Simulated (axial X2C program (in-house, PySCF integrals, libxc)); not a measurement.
# Spin–orbit effects down a group: molecules with Cl (ions), MP2

Calculated with an in-house relativistic program for diatomic molecules, spin-free (one-electron X2C) or two-component (2c: spin–orbit coupling with atomic mean-field Coulomb and Gaunt terms, which also bring small scalar terms), in Dyall basis sets with cores contracted in-house; open shells are unrestricted.

Basis sets: C dyall-v3z, Cl dyall-av3z, Ge dyall-cv3z, Si dyall-v3z, Sn dyall-cv3z. Frozen shells (counts by l): CCl⁺ Cl 2s1p, C 1s, 10 electrons correlated; SiCl⁺ Cl 2s1p, Si 2s1p, 10 electrons correlated; GeCl⁺ Ge 3s2p1d, Cl 2s1p, 10 electrons correlated; SnCl⁺ Sn 4s3p2d, Cl 2s1p, 10 electrons correlated. Where the outer core of a metal is frozen, bonds come out longer and ionisation energies lower.

```tsv
molecule	spin-free state	Re (Å)	ωe (cm⁻¹)	De (eV)	2c state	Re 2c (Å)	ωe 2c (cm⁻¹)	De 2c (eV)
CCl⁺	M_S = 0, Λ = 0	1.534	1234.5	6.66	Ω = 0	1.534	1234.2	6.62
SiCl⁺	M_S = 0, Λ = 0	1.964	675.3	5.18	Ω = 0	1.965	675.1	5.13
GeCl⁺	M_S = 0, Λ = 0	2.065	508.5	4.63	Ω = 0	2.066	508.2	4.47
SnCl⁺	M_S = 0, Λ = 0	2.275	430.0	4.21	Ω = 0	2.275	429.7	3.87
```

(1) Work out the shifts from the spin-free to the two-component result.

Fragments in 2c: Cl + C+, Cl + Si+, Ge+ + Cl, Sn+ + Cl. Each entry is the lowest single determinant of a limited PBE0 search at one distance. De goes to single-determinant-based atoms at the same level (for ions the charge split of lowest energy) and is withheld (n/a) where an atom does not fit its ground term or J level. Main or longest-lived isotopes.

Answers

(1) 

```
molecule  2c state  ΔRe (Å)  Δωe (cm⁻¹)  ΔDe (eV)
    CCl⁺     Ω = 0    0.000        -0.3     -0.04
   SiCl⁺     Ω = 0    0.001        -0.2     -0.05
   GeCl⁺     Ω = 0    0.001        -0.3     -0.16
   SnCl⁺     Ω = 0    0.000        -0.3     -0.34
```

Shifts of one unit in the last digit are rounding.
